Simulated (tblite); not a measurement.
Compound: C₅H₈NO (doublet state).
Numbering: `[NH2:1][C@@H:2]1[CH:3][C:4](=[O:5])[CH2:6][CH2:7]1` (hydrogens: H8, H9 on N1; H10 on C2; H11 on C3; H12, H13 on C6; H14, H15 on C7)

Computed geometry: GFN2-xTB, gas phase. This method treats the open shell by occupation alone, without spin polarisation.

**Question.** List the bond lengths, angles and torsions at this level.

**Answer.** 
```
        bond  length (pm)   order
       N1–C2        145.5  single
       C2–C3        148.3  single
       C3–C4        141.9  single
       C4=O5        122.4  double
       C4–C6        152.6  single
       C6–C7        152.7  single
       C2–C7        154.7  single
N1–H8, N1–H9        101.3  single
      C2–H10        109.9  single
      C3–H11        107.7  single
      C6–H12        108.9  single
      C6–H13        109.2  single
      C7–H14        108.7  single
      C7–H15        109.0  single
```

Bonds in one row agree within 1 pm and their mean is given. Orders are formal, as drawn. A selection of angles:
```
     angle  degrees
  C2–N1–H8    112.3
  C2–N1–H9    110.4
  H8–N1–H9    108.9
  N1–C2–C3    112.8
  N1–C2–C7    111.5
 N1–C2–H10    107.2
  C3–C2–C7    103.5
 C3–C2–H10    111.8
 C7–C2–H10    110.0
  C2–C3–C4    112.7
 C2–C3–H11    123.3
 C4–C3–H11    123.9
  C3–C4–O5    127.2
  C3–C4–C6    107.3
  O5–C4–C6    125.5
  C4–C6–C7    104.9
 C4–C6–H12    111.0
 C4–C6–H13    108.1
 C7–C6–H12    113.4
 C7–C6–H13    111.6
H12–C6–H13    107.7
 C6–C7–H14    113.0
 C6–C7–H15    110.4
  C2–C7–C6    105.5
 C2–C7–H14    111.7
 C2–C7–H15    108.0
H14–C7–H15    108.1
```

Torsions: N1–C2–C3–C4 -133° (anticlinal); C2–C3–C4–O5 180° (antiperiplanar); C3–C4–C6–C7 17° (synperiplanar); C4–C6–C7–C2 -24° (synperiplanar); N1–C2–C7–C6 144° (anticlinal).

The 5-membered ring C2–C3–C4–C6–C7 has internal angles of 103.5° to 112.7° (sum 534°, against 540° for a flat polygon); it is puckered, 0.11 Å rms from its mean plane, widest ring torsion 24°. The C–C distances run from 1.419 Å (C3–C4, drawn single in one of several resonance forms) to 1.547 Å (C2–C7, drawn single), a spread of 0.128 Å. Of the pairs four or more bonds apart, H9···H15 is among the closest relative to their van der Waals radii: 2.49 Å, 104 % of the sum of Bondi's values. C3 (carbon bonded to 2 C and H) is planar (angles 123.9°, 123.3° and 112.7°, sum 360.0°, 0.01 Å off the plane of its three neighbours). C4 (carbon bonded to 2 C and O) is planar (angles 127.2°, 125.5° and 107.3°, sum 359.9°, 0.02 Å off the plane of its three neighbours). N1 (nitrogen bonded to C and 2 H) is pyramidal (angles 112.3°, 110.4° and 108.9°, sum 331.6°, 0.36 Å off the plane of its three neighbours).

Point group: C1 (no symmetry element, even within 0.4 Å). Its GFN2-xTB frequencies are all real (lowest 78 cm⁻¹). Torsions: H–N1–C2–C3 -79° and 43°, N1–C2–C3–C4 -133°, C2–C3–C4–O5 180°, C3–C4–C6–C7 17°, C4–C6–C7–C2 -24°. 3 starts were optimised and ended at 0.00, 0.00 and 0.98 kcal/mol (GFN2-xTB); the lowest of these is shown.

One conformer stands for the species.
